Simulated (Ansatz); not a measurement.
The first iterations of a band of ClH3Sn + FH (7 atoms, charge 0, multiplicity 1).

All numbers below come from RHF/def2-SVP (Ansatz).

```json
{
  "movable images": "5",
  "climbing image": "yes",
  "spring": "5.0 eV/Å²",
  "optimiser": "quadratic models (default)",
  "start path": "through a guess of the saddle point",
  "force threshold": "0.03 eV/Å",
  "iteration limit": "60",
  "end points": "relaxed"
}
```

Initial state:

```xyz
7
Properties=species:S:1:pos:R:3
Sn 0.280 0.000 -0.148
Cl 0.192 0.000 2.243
H 1.943 0.000 -0.501
H -0.491 1.426 -0.644
H -0.491 -1.426 -0.644
F -2.806 0.000 1.297
H -2.201 0.000 1.972
```

Final state:

```xyz
7
Properties=species:S:1:pos:R:3
Sn -0.049 0.000 -0.784
Cl -1.633 0.000 4.070
H 1.610 0.000 -0.422
H -0.596 1.424 -1.529
H -0.596 -1.424 -1.529
F -0.923 0.000 0.955
H -1.386 0.000 2.812
```

| iteration | highest image above the first end (eV) | largest band force component (eV/Å) |
| --- | --- | --- |
| 1 | 2.951 | 5.432 |
| 2 | 2.014 | 2.519 |
| 3 | 1.793 | 1.555 |
| 4 | 1.441 | 1.944 |

**Question.** Does the band converge within its limit, and where does its top end?

**Answer.** It converged. It ended after 14 iterations with the highest image 1.420 eV above the first end. A vibrational analysis at the climbing image gives 2 clearly imaginary modes (830i, 149i cm⁻¹): a point of higher order, so a lower path passes nearby. The orbitals stay closed-shell, which can raise the energy where a bond breaks towards radicals; this wasn't checked here.

Run time: 2.9 min on 1 thread of Intel(R) Xeon(R) Platinum 8259CL CPU @ 2.50GHz (Skylake/Cascade Lake), on a shared host, peak memory 0.19 GiB.
